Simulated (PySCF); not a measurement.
Cartesian coordinates in Å; atom numbers follow the order of the lines, from 1:
```xyz
14

C     3.003   -0.594    0.653
C     1.804   -0.565    0.824
C     0.360   -0.517    1.013
C    -0.324    0.560    0.187
C    -1.847    0.473    0.006
Si   -0.873    0.275   -1.573
H     4.066   -0.618    0.504
H    -0.065   -1.507    0.766
H     0.141   -0.361    2.086
H     0.048    1.568    0.410
H    -2.331   -0.418    0.425
H    -2.425    1.385    0.188
H    -0.741   -1.089   -2.142
H    -0.821    1.392   -2.548
```

Geometry: PBE0-D3(BJ)/def2-SVP; GIAO absolute shieldings from PySCF 2.14, gas phase, non-relativistic, averaged over equivalent atoms.

At LC-wPBE/pcSseg-1 (149 basis functions, 33 s wall time on 1 thread of an Arm Neoverse V1, shared host):
```csv
atoms,σ (ppm)
C2,97.1
C1,109.3
C3,167.1
C4,183.3
C5,190.8
Si6,487.7
H14,28.50
H13,28.67
H9,28.73
H7,29.42
H8,30.12
H10,30.39
H12,30.58
H11,31.24
```

What do these become at PBE0/def2-TZVP?

Answers


| atoms | σ at PBE0/def2-TZVP | change |
| --- | --- | --- |
| C2 | 99.2 | +2.1 |
| C1 | 116.1 | +6.8 |
| C3 | 162.0 | -5.1 |
| C4 | 176.9 | -6.4 |
| C5 | 187.4 | -3.4 |
| Si6 | 469.1 | -18.6 |
| H14 | 28.43 | -0.07 |
| H13 | 28.64 | -0.03 |
| H9 | 28.53 | -0.20 |
| H7 | 29.79 | +0.37 |
| H8 | 29.91 | -0.21 |
| H10 | 30.31 | -0.08 |
| H12 | 30.68 | +0.10 |
| H11 | 31.30 | +0.06 |

The largest change is at Si6 (silicon bonded to 2 C, 2 H, in a 3-membered ring). Cost: 240 basis functions, 52 s wall time on 1 thread of an Arm Neoverse V1, shared host. The order of the carbon signals is the same at both levels.
